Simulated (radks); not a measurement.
The numbers below are computed, except where a source is named.
Numerical settings for neutral molybdenum, [Kr] 4d5 5s1. Code: a radial shooting solver on a logarithmic mesh with Libxc functionals. Model: Dirac Kohn-Sham, PBEsol, spin-unpolarised, spherical densities, finite nucleus; open shells are shared between the two j in proportion to 2j + 1; Fermi nuclear charge, rms radius 4.4091 fm. The defaults (mesh step 0.008 in ln r, mesh end at 40 bohr or more with all orbitals vanishing there, Anderson mixing 0.5 over 9 steps, residual threshold near 1e-9 with the energy settled to 1e-9 hartree or 1e-11 of itself, here a cap of 64 iterations) give E = -4046.9625 hartree and 4d5/2 at -3.690 eV in 14 iterations. Run on one thread of a shared host, so times are rough (Intel(R) Xeon(R) Platinum 8488C): 0.13 s of CPU time, 0.13 s wall, 14 iterations on 2437 mesh points. Changes against that run (0 stands for a change within the tolerance of the run):

\begin{tabular}{lrrrrr}
setting & iterations & converged & E (mhartree) & e(4d5/2) (meV) & CPU (s) \\ \hline
mesh step in ln r 0.005 & 14 & yes & 0 & 0 & 0.19 \\
mesh step in ln r 0.2 & 4 & no & diverged & - & 0.01 \\
mesh step in ln r 0.012 & 14 & yes & 0 & 0 & 0.09 \\
mesh end (bohr) 8 & 14 & yes & +5.96 & +282 & 0.12 \\
mesh end (bohr) 400 & 14 & yes & 0 & 0 & 0.13 \\
residual threshold 1e-13 & 22 & yes & 0 & 0 & 0.18 \\
residual threshold 0.001 & 9 & yes & 0 & +1.5 & 0.11 \\
mixing 1.5 & 14 & yes & 0 & 0 & 0.14 \\
linear mixing, mixing 1 & 64 & no & +5.98e+04 & +3.69e+03 & 1.8 \\
linear mixing, mixing 0.5 & 30 & yes & 0 & 0 & 0.2 \\
mixing history 2 & 23 & yes & 0 & 0 & 0.17 \\
iteration cap 5 & 5 & no & +0.102 & +107 & 0.06 \\
\end{tabular}

Settings that end as converged yet miss the energy by more than 1 mhartree: mesh end (bohr) 8 (+0.00596 hartree). A mesh that ends early acts as a hard wall.
